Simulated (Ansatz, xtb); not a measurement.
# Two isomers of C5H6OS

Structure X is `Cc1cscc1O`, a singlet and structure Y is `Cc1sccc1O`, a singlet. Both are isolated molecules in the gas phase, relaxed with B3LYP/def2-SVP; the shapes shown needn't be the lowest conformers.

X (Å):

```yaml
atoms:
  - { symbol: C, position_ang: [-1.2991, 0.4326, -0.1862] }
  - { symbol: C, position_ang: [-0.6893, 0.8617, 1.1190] }
  - { symbol: C, position_ang: [0.4542, 1.6089, 1.2669] }
  - { symbol: C, position_ang: [-0.5423, 1.0156, 3.4634] }
  - { symbol: C, position_ang: [-1.2589, 0.5231, 2.4001] }
  - { symbol: O, position_ang: [-2.3929, -0.2104, 2.5598] }
  - { symbol: S, position_ang: [0.8442, 1.9038, 2.9243] }
  - { symbol: H, position_ang: [-0.7094, 0.7950, -1.0402] }
  - { symbol: H, position_ang: [-1.3538, -0.6680, -0.2720] }
  - { symbol: H, position_ang: [-2.3250, 0.8251, -0.3090] }
  - { symbol: H, position_ang: [1.0906, 2.0031, 0.4755] }
  - { symbol: H, position_ang: [-0.7674, 0.8955, 4.5207] }
  - { symbol: H, position_ang: [-2.7404, -0.4573, 1.6938] }
```

Y (Å):

```json
{"atom": "C", "x (Å)": "-2.3625", "y (Å)": "1.3207", "z (Å)": "0.2573"}
{"atom": "C", "x (Å)": "-1.0825", "y (Å)": "1.0317", "z (Å)": "0.9852"}
{"atom": "C", "x (Å)": "1.2881", "y (Å)": "0.9172", "z (Å)": "1.7831"}
{"atom": "C", "x (Å)": "0.4444", "y (Å)": "0.1575", "z (Å)": "2.5488"}
{"atom": "C", "x (Å)": "-0.9096", "y (Å)": "0.2247", "z (Å)": "2.0909"}
{"atom": "O", "x (Å)": "-1.8872", "y (Å)": "-0.4701", "z (Å)": "2.7348"}
{"atom": "S", "x (Å)": "0.4471", "y (Å)": "1.7188", "z (Å)": "0.5023"}
{"atom": "H", "x (Å)": "-2.1970", "y (Å)": "1.9969", "z (Å)": "-0.5941"}
{"atom": "H", "x (Å)": "-2.8225", "y (Å)": "0.4019", "z (Å)": "-0.1504"}
{"atom": "H", "x (Å)": "-3.1092", "y (Å)": "1.8079", "z (Å)": "0.9108"}
{"atom": "H", "x (Å)": "2.3623", "y (Å)": "1.0510", "z (Å)": "1.9010"}
{"atom": "H", "x (Å)": "0.7496", "y (Å)": "-0.4364", "z (Å)": "3.4109"}
{"atom": "H", "x (Å)": "-2.7350", "y (Å)": "-0.3141", "z (Å)": "2.2992"}
```

Quicker runs give these differences E(Y) − E(X): GFN2-xTB +0.99 kcal/mol; HF/STO-3G +0.30 kcal/mol (at GFN2-xTB geometries); r2SCAN-D4/def2-SVP +0.08 kcal/mol (at GFN2-xTB geometries).

Question: Estimate E(Y) − E(X) at the level CCSD(T)/def2-SVP + ΔMP2/def2-TZVPP.

Answer: CCSD(T)/def2-SVP + ΔMP2/def2-TZVPP gives E(Y) − E(X) = +0.50 kcal/mol, slightly favouring structure X, which is too small a margin to settle the true order.

How the difference moves with the method:

```csv
level,geometry,E(Y) − E(X) (kcal/mol),departure from the last row (kcal/mol),"job, with rough time for the two"
GFN2-xTB,GFN2-xTB,+0.99,+0.48,"optimisation, 0.1 s"
HF/STO-3G,GFN2-xTB,+0.30,−0.20,"single point, 0.44 s"
r2SCAN-D4/def2-SVP,GFN2-xTB,+0.08,−0.42,"single point, 5.1 s"
B3LYP/def2-SVP,B3LYP/def2-SVP,+0.14,−0.36,"optimisation, 37 s"
HF/def2-SVP,B3LYP/def2-SVP,−0.06,−0.56,part of the CCSD(T) run
MP2/def2-SVP,B3LYP/def2-SVP,−0.03,−0.54,part of the CCSD(T) run
CCSD(T)/def2-SVP,B3LYP/def2-SVP,+0.09,−0.41,single point
CCSD(T)/def2-SVP + ΔMP2/def2-TZVPP,B3LYP/def2-SVP,+0.50,,"single point, 77 s"
```

As drawn, both hold the same kinds of bond in the same numbers.

The largest departure from CCSD(T)/def2-SVP + ΔMP2/def2-TZVPP is that of HF/def2-SVP, 0.56 kcal/mol. The last row adds to CCSD(T) the change of the MP2 difference between the two basis sets, here +0.41 kcal/mol.

With thermal terms from frequencies at re-optimised GFN2-xTB minima (ideal gas, soft modes damped towards free rotors, one conformer each, 298.15 K, 1 atm): on the last row, ΔE + ΔZPE = +0.46, ΔH = +0.55, ΔG = +0.18 kcal/mol.

The correlated steps freeze 11 core orbitals. Codes used: Ansatz 0.2.0, xtb 6.7.1; the last row on 2 threads of Arm Neoverse V2 on a shared host.
